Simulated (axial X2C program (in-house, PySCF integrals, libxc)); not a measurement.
## RuH⁻: from the spin-free to the two-component result

All values were computed with an in-house relativistic program for diatomic molecules. Spin-free means the one-electron spin-free X2C Hamiltonian; two-component (2c) means X2C with spin–orbit coupling and atomic mean-field two-electron Coulomb and Gaunt terms, so the difference of the two also holds small scalar two-electron terms. Basis: Ru dyall-acv3z [13s13p9d5f3g], H dyall-av3z [7s3p2d] (cores contracted in-house); Gaussian nuclei, density fitting, unrestricted open shells. Masses: Ru 101.904 u, H 1.008 u.

Spin-free state: M_S = 1, Λ = 0 (beyond evenly filled blocks: δ+α, δ-α); fragments Ru- + H.

```
level  Re (Å)  ωe (cm⁻¹)  De (eV)  μ (D)
 PBE0   1.587     1860.3    2.572   1.70
   HF   1.720     1486.6    1.420   6.10
 PW91   1.576     1968.1    2.879   0.31
```

Dipoles are positive if H is the positive end and refer to the centre of mass.

Two-component determinant lowest at the distance of the search:

Ω = 1 (⟨Sz⟩ = 0.99, ⟨Lz⟩ = 0.01 at PBE0); fragments Ru- + H.

```json
{"level": "PBE0", "Re (Å)": "1.586", "ωe (cm⁻¹)": "1857.4", "μ (D)": "1.69"}
{"level": "HF", "Re (Å)": "1.721", "ωe (cm⁻¹)": "1481.2", "μ (D)": "6.06"}
{"level": "PW91", "Re (Å)": "1.575", "ωe (cm⁻¹)": "1964.4", "μ (D)": "0.30"}
```

Problem. From the two tables, how do the constants change at the PBE0 level (2c against spin-free)?

Solution. At the PBE0 level Re is unchanged within 0.001 Å and ωe falls by 2.9 cm⁻¹.

The state is a single determinant with fixed occupations, the lowest that a limited PBE0 search found. De is counted from the lowest determinant-based energies of the atoms at the same level, without counterpoise correction. De is not given where an atomic determinant may have missed its ground term or J level, or where the truncated virtual space spoils (T). Density functionals use the spin component along the axis (collinear). Other states lie close and PBE0, whose exact exchange favours high spin, may order them wrongly; the determinant shown need not be the ground state. The nearest other spin-free determinant of the search, M_S = 1, Λ = 3, lies 0.28 eV up at the distance of the search. Without a current term, density functionals place determinants with orbital angular momentum somewhat too high. With several unpaired electrons one determinant need not be a pure state. Open-shell Ω = 0 determinants with evenly filled partner blocks cannot be reached by this program, so the Ω shown need not be the lowest component. The highest occupied level of some functionals is positive through self-interaction error; at Hartree–Fock it is bound. The determinant is spin-polarised beyond a pure state at some levels (its spin-free form has ⟨S²⟩ too high), which makes Re and μ there less reliable. Hartree–Fock gets electron affinities wrong, so its lowest charge split need not be the true one.
